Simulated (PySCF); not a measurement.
Running PySCF for I2

Input:

```python
from pyscf import gto, scf, mp

mol = gto.M(
    atom='I 0 0 0; I 0 0 2.489',
    basis='def2-svp',
    ecp={'I': 'def2-svp'},
    charge=0,
    spin=0,
    verbose=4,
)
mf = scf.RHF(mol)
field = 0.05  # electric field along z, atomic units
h = mf.get_hcore() + field*mol.intor('int1e_r')[2]
mf.get_hcore = lambda *args: h
e_nuc = mol.energy_nuc() - field*mol.atom_charges() @ mol.atom_coords()[:, 2]
mf.energy_nuc = lambda *args: e_nuc
mf.kernel()
mp.MP2(mf, frozen=8).kernel()
mf.dip_moment()
print('orbital energies (hartree):', mf.mo_energy[..., max(0, mol.nelec[1]-3):mol.nelec[0]+3].round(4))
```

```bash
$ OMP_NUM_THREADS=1 python input.py
```

Output (some set-up lines and the per-cycle HOMO/LUMO lines with their warnings removed):

```
PySCF version 2.14.0

[INPUT] verbose = 4
[INPUT] num. atoms = 2
[INPUT] num. electrons = 50
[INPUT] charge = 0
[INPUT] spin (= nelec alpha-beta = 2S) = 0
[INPUT] symmetry False subgroup None
[INPUT] Mole.unit = angstrom
[INPUT] Symbol           X                Y                Z      unit          X                Y                Z       unit  Magmom
[INPUT]  1 I      0.000000000000   0.000000000000   0.000000000000 AA    0.000000000000   0.000000000000   0.000000000000 Bohr   0.0
[INPUT]  2 I      0.000000000000   0.000000000000   2.489000000000 AA    0.000000000000   0.000000000000   4.703528324042 Bohr   0.0

nuclear repulsion = 132.878970198875
number of shells = 20
number of NR pGTOs = 122
number of NR cGTOs = 52
basis = def2-svp
ecp = {'I': 'def2-svp'}

******** <class 'pyscf.scf.hf.RHF'> ********
method = RHF
initial guess = minao
damping factor = 0
level_shift factor = 0
DIIS = <class 'pyscf.scf.diis.CDIIS'>
diis_start_cycle = 1
diis_space = 8
diis_damp = 0
SCF conv_tol = 1e-09
SCF conv_tol_grad = None
SCF max_cycles = 50
direct_scf = True
direct_scf_tol = 1e-13
Set gradient conv threshold to 3.16228e-05
Initial guess from minao.
init E= -529.461318206751
cycle= 1 E= -592.026787375953  delta_E= -62.6  |g|= 2.73  |ddm|= 10.6
cycle= 2 E= -593.251858199858  delta_E= -1.23  |g|= 0.952  |ddm|= 6.02
cycle= 3 E= -593.391523204359  delta_E= -0.14  |g|= 0.081  |ddm|= 1.11
cycle= 4 E= -593.393401564371  delta_E= -0.00188  |g|= 0.0214  |ddm|= 0.163
cycle= 5 E= -593.393539681108  delta_E= -0.000138  |g|= 0.00371  |ddm|= 0.0293
cycle= 6 E= -593.393548132402  delta_E= -8.45e-06  |g|= 0.000919  |ddm|= 0.0119
cycle= 7 E= -593.393548465295  delta_E= -3.33e-07  |g|= 0.000212  |ddm|= 0.00169
cycle= 8 E= -593.393548504755  delta_E= -3.95e-08  |g|= 5.43e-05  |ddm|= 0.000717
cycle= 9 E= -593.39354850801  delta_E= -3.25e-09  |g|= 1.59e-05  |ddm|= 0.000213
cycle= 10 E= -593.393548508272  delta_E= -2.62e-10  |g|= 1.59e-06  |ddm|= 6.91e-05
Extra cycle  E= -593.393548508272  delta_E= -2.27e-13  |g|= 6.96e-07  |ddm|= 4.11e-06
converged SCF energy = -593.393548508272

******** <class 'pyscf.mp.mp2.RMP2'> ********
nocc = 17, nmo = 44
frozen orbitals 8
E(RMP2) = -593.623618165409  E_corr = -0.230069657136889
E(SCS-RMP2) = -593.608333968861  E_corr = -0.214785460588589
E_corr(same-spin) = -0.0707286092027053
E_corr(oppo-spin) = -0.159341047934183
Dipole moment(X, Y, Z, Debye):  0.00000, -0.00000,  8.95635
orbital energies (hartree): [-0.3628 -0.2195 -0.2195  0.1364  0.4539  0.4812]
```

In short: E(SCF) = -593.393549 Eh, 10 cycles, E(MP2) − E(SCF) = -0.23007 Eh, μz(SCF) = 8.96 D.

Run time: 1.5 s on 1 thread of Intel Xeon Platinum 8259CL @ 2.50GHz (shared host).

Stability towards an unrestricted solution was not tested. The bond length is a typed value, not an optimised one.
